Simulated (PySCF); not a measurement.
## Do core-level shifts follow atomic charges?

C5H6OS.
Geometry (PBE0-D3(BJ)/def2-SVP, Å), atoms numbered from 1 in this order:
```
atom  x, y, z in Å
C1     2.5768    0.3512    0.1965
O2     1.5941   -0.2741   -0.5849
C3     0.3138   -0.0727   -0.2582
C4    -0.7672   -0.5872   -0.9276
C5    -1.9982   -0.1938   -0.3317
C6    -1.8427    0.6031    0.7683
S7    -0.1758    0.8968    1.1071
H8     2.4649    1.4502    0.1786
H9     2.5349    0.0067    1.2456
H10    3.5492    0.0809   -0.2329
H11   -0.6616   -1.2183   -1.8091
H12   -2.9756   -0.4952   -0.7112
H13   -2.6066    1.0422    1.4069
```

Binding energies: delta-SCF UKS SCAN, pcX-2 on the ionised atom, pcseg-1 elsewhere, spin-free X2C (PySCF 2.14.0). Charges: PBE0/pcSseg-1 ground-state density, for the ionised atom.

```
atom                        environment  C 1s (eV)  Mulliken (e)  IAO (e)  Hirshfeld (e)  ESP (e)
  C4                 aromatic CH carbon     289.91        -0.103   -0.244         -0.109   -0.222
  C5                 aromatic CH carbon     290.24        -0.057   -0.168         -0.074   -0.253
  C6  aromatic CH next to a ring sulfur     290.27        -0.298   -0.345         -0.105   -0.284
  C3     aromatic carbon bearing oxygen     292.15        +0.029   +0.055         +0.046   +0.236
  C1                     methoxy carbon     292.72        -0.059   -0.207         -0.034   +0.010
```

How well does each charge scheme correlate with the binding energies over these sites?

ESP: r = 0.84, slope 4.9 eV per e; Hirshfeld: r = 0.80, slope 16.0 eV per e; IAO: r = 0.53, slope 4.6 eV per e; Mulliken: r = 0.53, slope 5.6 eV per e. ESP charges have the highest r, on only 5 points.

The point-charge model writes a binding energy as kq + V + constant, with V the potential of the other atoms' charges at the site. What does it give with the ESP charges?

V = Σ 14.40 eV Å × q/r over all other atoms: +1.61 eV at C4, +0.87 eV at C5, +1.88 eV at C6, -4.77 eV at C3, +0.42 eV at C1. Fitting binding energy − V to q gives k = 16.2 eV per e and leaves an rms residual of 0.60 eV, against 0.62 eV for the fit on q alone. The model has no term for differences in relaxation between sites.

Geometry: PBE0-D3(BJ)/def2-SVP, one conformer, isolated molecule.
